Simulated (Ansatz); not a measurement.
Program: Ansatz. Geometries: PBE0-D4/def2-TZVP. ΔE: electronic, gas phase. CCSD(T)/CBS is the MP2 limit (def2-TZVPP, def2-QZVPP) plus CCSD(T) − MP2 in def2-TZVPP, frozen cores. DFT in def2-TZVPP. B3LYP here is the variant with VWN-RPA as its local correlation; programs differ in this. For Ga outer-core shells are correlated without core-valence functions, which leaves a few kJ/mol of doubt a bond. Scalar relativity is left out up to krypton. One conformer a species, not always the lowest.

Consider the ligand exchange at the Si–C bond: `[NH2][GaH][CH2][SiH3]` + `C=C[Si](N)(O)F` → `C=C[Si](N)(F)O[SiH3]` + `[CH3][GaH][NH2]`.

| level | ΔE (kcal/mol) | difference from CCSD(T)/CBS |
| --- | --- | --- |
| PBE-D4 | -19.3 | 3.2 |
| r2SCAN-D4 | -22.1 | 0.4 |
| PBE0-D4 | -20.6 | 1.9 |
| B3LYP-D4 | -23.8 | -1.3 |
| ωB97X-V | -22.8 | -0.3 |
| ωB97M-V | -22.5 | 0.0 |
| B2PLYP | -23.9 | -1.4 |
| PBE | -19.5 | 3.0 |
| r2SCAN | -22.0 | 0.5 |
| PBE0 | -20.6 | 1.9 |
| B3LYP | -24.2 | -1.7 |
| HF/def2-TZVPP | -28.3 | -5.8 |
| MP2/def2-TZVPP | -22.5 | 0.0 |
| SCS-MP2/def2-TZVPP | -23.8 | -1.3 |
| CCSD/def2-TZVPP | -23.3 | -0.8 |
| CCSD(T)/def2-TZVPP | -22.4 | 0.1 |
| HF/def2-QZVPP | -28.9 | -6.4 |
| MP2/def2-QZVPP | -22.7 | -0.2 |
| SCS-MP2/def2-QZVPP | -24.0 | -1.5 |
| HF/CBS(def2) | -29.0 | -6.5 |
| MP2/CBS(def2) | -22.6 | -0.1 |
| CCSD/CBS(def2) | -23.3 | -0.8 |
| CCSD(T)/CBS | -22.5 | 0 |

Largest T1 diagnostic among the species: 0.013.

From PBE to PBE0 (25 % exact exchange), in def2-TZVPP and without D4, ΔE moves by −1.2 kcal/mol. In def2-TZVPP, CCSD(T) changes the Hartree–Fock value by +5.9 kcal/mol (the triples alone add +0.9 kcal/mol) and MP2 by +5.8 kcal/mol.

CCSD(T)/CBS has its own doubt, a few kJ/mol and more with outer-core shells, so smaller differences from it don't rank the levels.
